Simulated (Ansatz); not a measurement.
Ansatz (a program for electronic structure) input file for C6H14S, SMILES CCCCCCS, CAM-B3LYP/def2-SVPD. Geometry optimised at B3LYP-D3(BJ)/def2-SVP. Other conformers were not sampled.

Ansatz 0.2 input:
```yaml
crystal:
  periodic: [false, false, false]
  atoms:
    - {symbol: C, position_ang: [0.43257587, -4.33222925, -0.00000000]}
    - {symbol: C, position_ang: [-0.45819747, -3.09101882, -0.00000000]}
    - {symbol: C, position_ang: [0.32923398, -1.77968420, 0.00000000]}
    - {symbol: C, position_ang: [-0.55466842, -0.53215269, 0.00000000]}
    - {symbol: C, position_ang: [0.24028218, 0.77493016, -0.00000000]}
    - {symbol: C, position_ang: [-0.65595981, 2.00987564, -0.00000000]}
    - {symbol: S, position_ang: [0.38289102, 3.52885560, 0.00000000]}
    - {symbol: H, position_ang: [1.08573609, -4.35420002, -0.88829125]}
    - {symbol: H, position_ang: [-0.16186900, -5.25949890, 0.00000000]}
    - {symbol: H, position_ang: [1.08573609, -4.35420002, 0.88829125]}
    - {symbol: H, position_ang: [-1.12499587, -3.11273905, -0.88096302]}
    - {symbol: H, position_ang: [-1.12499586, -3.11273905, 0.88096302]}
    - {symbol: H, position_ang: [0.99644165, -1.75407592, -0.88126623]}
    - {symbol: H, position_ang: [0.99644165, -1.75407592, 0.88126624]}
    - {symbol: H, position_ang: [-1.22074836, -0.55603806, -0.88190195]}
    - {symbol: H, position_ang: [-1.22074836, -0.55603806, 0.88190195]}
    - {symbol: H, position_ang: [0.90263768, 0.80597303, -0.88301586]}
    - {symbol: H, position_ang: [0.90263768, 0.80597303, 0.88301585]}
    - {symbol: H, position_ang: [-1.30322779, 2.01131785, 0.89100270]}
    - {symbol: H, position_ang: [-1.30322779, 2.01131785, -0.89100271]}
    - {symbol: H, position_ang: [-0.63567221, 4.41900858, -0.00000000]}
basis:
  gaussian:
    orbitals: def2-SVPD
hamiltonian:
  xc: {name: CAM-B3LYP}
```

Program output:

```
WARN ansatz: RAYON_NUM_THREADS=2 ignored (pool sized by the plan → 2); use --threads N
Functional definition: CAM-B3LYP
integrals: 0.34 GiB planned
2185 factors; their error is unknown
integrals: 0.36 GiB planned
885 factors; integrals over basis functions are off by at most 1.9e-5 eV
mean field: 3.02 GiB planned
mean field evaluation 1: about -17267.7815 eV, gradient 5.4e1 eV
mean field evaluation 2: about -17269.1058 eV, gradient 4.9e1 eV
mean field evaluation 4: about -17275.1260 eV, gradient 1.5e0 eV
mean field evaluation 8: about -17275.1380 eV, gradient 8.3e-2 eV
mean field evaluation 16: about -17275.1181 eV, gradient 7.6e-5 eV
mean field -17275.11808942 eV, -634.8488802906 hartree, gradient 7.6e-5 eV, S^2 0.000000; 0 other end points of the search recorded, 0 dependent functions left out
reference -17275.11828177 eV, -634.8488873592 hartree; 33, 33 occupied and 226, 226 virtual orbitals, 2185 factors
Total energy: -17275.11828177 eV, -634.8488873592 hartree
```

The run converged.
